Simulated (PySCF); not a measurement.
**Ionisation energy of W by level of theory**

W [Xe] 4f14 5d4 6s2 [5d3/2^4, M_J = 0] → W⁺ [Xe] 4f14 5d4 6s1 [5d3/2^4 6s1/2^1, M_J = 1/2], as a difference of total energies. Calculation: PySCF 2.14, in x2c-SVPall-2c (7s9p9d2f, 93 functions); the two-component X2C-1e Hamiltonian. "Screened" scales the spin-orbit matrix elements by Boettger's factors to mimic the two-electron term; Breit and QED terms are absent.

```
                   method  ionisation energy (eV)
          GHF (spin-free)                   5.974
GHF (screened spin-orbit)                   5.984
```

The spin-free rows relax to the high-spin LS determinant and lack the spin-orbit shift.

Errors of the correlated levels include the incompleteness of this basis and the frozen core.

The labels give the starting determinants; with spin-orbit coupling the two ends relaxed to ⟨J²⟩ = 3.08, ⟨L²⟩ = 5.83, ⟨S²⟩ = 5.77 and ⟨J²⟩ = 3.88, ⟨L²⟩ = 5.84, ⟨S²⟩ = 8.48.

The determinant of W and of W⁺ mixes levels of different J (the jj label is only the starting occupation), so the difference between spin-free and spin-orbit rows is not the physical spin-orbit shift.

For comparison: 7.864 eV (measured; NIST Atomic Spectra Database, ionization energies).
